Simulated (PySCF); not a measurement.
## Computed structure and properties of Pb(CH3)2Cl2

System: Pb(CH3)2Cl2 (singlet); start: displaced along the imaginary mode (C2). Method: PySCF 2.14.0, RKS B3LYP, Pb def2-SVP with ECP60, C def2-SVP, H def2-SVP, Cl def2-SVP; non-relativistic Hamiltonian with scalar-relativistic core potentials where named; density fitting; no spin-orbit coupling.

Input of the relaxation:

```python
mol = gto.M(atom='''
Pb    -0.00000    -0.00000     0.25384
C      1.48276     1.48140     1.05480
H      1.75092     2.10447     0.15693
H      0.98156     2.09491     1.85265
H      2.36418     0.90069     1.44179
C     -1.48276    -1.48140     1.05480
H     -1.75092    -2.10447     0.15693
H     -0.98156    -2.09491     1.85265
H     -2.36418    -0.90069     1.44179
Cl     1.41107    -1.41564    -1.21630
Cl    -1.41107     1.41564    -1.21630''',
    basis={'Pb': 'def2-SVP', 'C': 'def2-SVP', 'H': 'def2-SVP', 'Cl': 'def2-SVP'},
    ecp={'Pb': 'def2-SVP'},
    charge=0, spin=0)
mf = dft.RKS(mol, xc='B3LYP')
mf.grids.atom_grid = (50, 194)
mf = mf.density_fit()  # fitting sets: Pb def2-universal-JKFIT, C def2-universal-JKFIT, H def2-universal-JKFIT, Cl def2-universal-JKFIT
mf.conv_tol = 1e-08; mf.max_cycle = 55
mf.kernel(dm0)  # dm0: converged density of the start geometry
# quasi-Newton relaxation in Cartesian coordinates to a largest gradient under 0.00045 Eh/bohr, steps kept in the point group
```

Run from Python with OMP_NUM_THREADS=2; the lines above give its settings. Where DIIS fails, smearing, a level shift and second-order steps follow.
It took 2.7 min on 2 threads of AMD EPYC 7B13 (Zen 3), on a shared host, from the converged density of the start.

Course of the relaxation:

```
step  energy above end (eV)  largest force component within the symmetry (eV/Å)
   0                 0.0953                                               0.755
   1                 0.0169                                               0.045
   2                 0.0163                                               0.017
   3                 0.0161                                               0.012
   4                 0.0160                                               0.026
   5                 0.0162                                               0.072
   6                 0.0156                                               0.049
   7                 0.0153                                               0.128
  24                -0.0004                                               0.017
  25                -0.0004                                               0.056
  26                -0.0003                                               0.046
  27                -0.0002                                               0.033
  28                -0.0001                                               0.028
  29                 0.0000                                               0.020
```
(The steps between are left out.)

Relaxed geometry (C2):

```xyz
11

Pb    0.0000    0.0000    0.2663
C     1.5254    1.4472    1.0541
H     1.3171    2.3872    0.5279
H     1.4220    1.5525    2.1412
H     2.4965    1.0249    0.7672
C    -1.5254   -1.4472    1.0541
H    -1.3171   -2.3872    0.5279
H    -1.4220   -1.5525    2.1412
H    -2.4965   -1.0249    0.7672
Cl    1.3994   -1.4282   -1.2067
Cl   -1.3994    1.4282   -1.2067
```

```tsv
contact	Å
Pb1–C2 (CH3)	2.245
Pb1–C6 (CH3)	2.245
Pb1–Cl10 (Cl)	2.484
Pb1–Cl11 (Cl)	2.484
```

On the finer grid (75, 302):

```yaml
HOMO: -7.60 eV
LUMO: -2.26 eV
Dipole_about_the_centre_of_mass: 4.92 D
Set_of_Mulliken_populations_of_Pb1_outside_the_core_potential: s 3.44, p 7.70, d 10.22
D3_BJ_dispersion_energy_not_in_the_energies: -0.534 eV
```

```
atom  Mulliken (e)  Löwdin (e)  spin (e)
 Pb1          0.63        0.42      0.00
  C2         -0.23       -0.18      0.00
  H3          0.09        0.05      0.00
  H4          0.07        0.04      0.00
  H5          0.09        0.05      0.00
  C6         -0.23       -0.18      0.00
  H7          0.09        0.05      0.00
  H8          0.07        0.04      0.00
  H9          0.09        0.05      0.00
Cl10         -0.33       -0.17      0.00
Cl11         -0.33       -0.17      0.00
```

On the grid (50, 194), as all that follows. Harmonic modes: a minimum; lowest 94 cm⁻¹ (negative: unstable), highest 3202 cm⁻¹, zero-point energy 2.010 eV.

Taking off one CH3 (charge -1, singlet; the rest: singlet) in vacuum, both parts rigid, costs 12.10 eV; the small basis without counterpoise inflates it. Most of it is the attraction of opposite charges; other ways to part are cheaper, and one spin state was tried for the rest.

Rigid scan of CH3 along the line from its metal:

(distance to C2 (Å), energy (eV)): (1.95, 0.780), (2.05, 0.301), (2.15, 0.067), (2.25, 0.000), (2.35, 0.044), (2.45, 0.161), (2.65, 0.513), (2.95, 1.133), (3.35, 1.882), (3.85, 2.569)

Taking off one Cl (charge -1, singlet; the rest: singlet) in vacuum, both parts rigid, costs 8.24 eV; the small basis without counterpoise inflates it. Most of it is the attraction of opposite charges; other ways to part are cheaper, and one spin state was tried for the rest.

Rigid scan of Cl along the line from its metal:

| distance to Cl10 (Å) | energy (eV) |
| --- | --- |
| 2.18 | 0.838 |
| 2.28 | 0.334 |
| 2.38 | 0.082 |
| 2.48 | 0.000 |
| 2.58 | 0.038 |
| 2.68 | 0.152 |
| 2.88 | 0.511 |
| 3.18 | 1.153 |
| 3.58 | 1.946 |
| 4.08 | 2.705 |

One start shape was tried, so this needn't be the lowest isomer.
